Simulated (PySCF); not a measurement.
Geometry (Å), atoms numbered from 1 in this order:
```xyz
12

O     2.5051    0.7944    0.4248
Si    1.5258   -0.4496    0.8220
Si   -0.2360   -0.6173   -0.6666
Si   -2.1239    0.6401   -0.2104
H     2.9829    0.8253   -0.3981
H     2.3434   -1.6675    0.9251
H     1.1374   -0.0336    2.1667
H    -0.6139   -2.0364   -0.7907
H     0.2239   -0.2930   -2.0356
H    -3.3079    0.2185   -0.9643
H    -1.9420    2.0647   -0.5053
H    -2.4935    0.5537    1.2063
```

Geometry: GFN2-xTB; GIAO shifts from PySCF 2.14, gas phase, non-relativistic, averaged over equivalent atoms.

At PBE0/pcSseg-1 (129 basis functions, 9.9 s wall time on 1 thread of an Intel Xeon Platinum 8488C, shared host):
```tsv
atoms	δ (ppm)
O1	5.3
Si2	-19.8
Si4	-116.4
Si3	-135.2
H6/H7	5.59
H10/H11/H12	3.58
H8/H9	3.20
H5	0.13
```

δ = σ(ref) − σ, references computed at the same level: H2O for ¹⁷O (σref 336.08); ²⁹Si (σref 349.16), ¹H (σref 31.72) vs TMS.

Q: What do these become at PBE0/6-311G**?

A: 
```
      atoms  δ at PBE0/6-311G**  change
         O1                 7.9    +2.6
        Si2               -17.7    +2.1
        Si4              -114.9    +1.5
        Si3              -133.9    +1.3
      H6/H7                5.77   +0.18
H10/H11/H12                3.77   +0.19
      H8/H9                3.44   +0.24
         H5                0.13   +0.00
```

Referencing at the same level of theory: H2O for ¹⁷O (σ = 343.32 ppm); TMS for ²⁹Si (σ = 353.34 ppm) and ¹H (σ = 32.08 ppm).

The largest change is at O1 (oxygen bonded to Si, H). Cost: 144 basis functions, 11 s wall time on 1 thread of an Intel Xeon Platinum 8488C, shared host.

Experimental scales use liquid or dissolved standards, which lie at an offset from isolated H2O (liquid H2O: subtract about 36 ppm).
